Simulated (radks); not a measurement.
Results of a calculation; reference values are marked as such.
Question: The mean radii <r> (bohr) of the occupied orbitals of an atom or ion are listed with their occupations. Level of theory: Dirac Kohn-Sham, PBE, spin-unpolarised, spherical densities, finite nucleus; Fermi nuclear charge, rms radius of each element as measured or else 0.836 A^(1/3) + 0.57 fm (a radial shooting solver on a logarithmic mesh with Libxc functionals).

orbital  occ.      <r>
1s1/2       2  0.02903
2s1/2       2   0.1228
2p1/2       2   0.1036
2p3/2       4   0.1087
3s1/2       1   0.2955

Name the element and its charge. Open shells, if any, fill j = l - 1/2 first.

Answer: Z = 50, tin, charge +39: Sn39+ in [Ne] 3s1. The 1s radius gives Z: for a bare nucleus <r> = (2 gamma + 1)/(2Z) with gamma = sqrt(1 - (Z/c)^2), 0.02862 bohr for Z = 50, and screening makes it slightly larger (0.02903 here). The occupations add up to 11, and the charge is Z minus that.
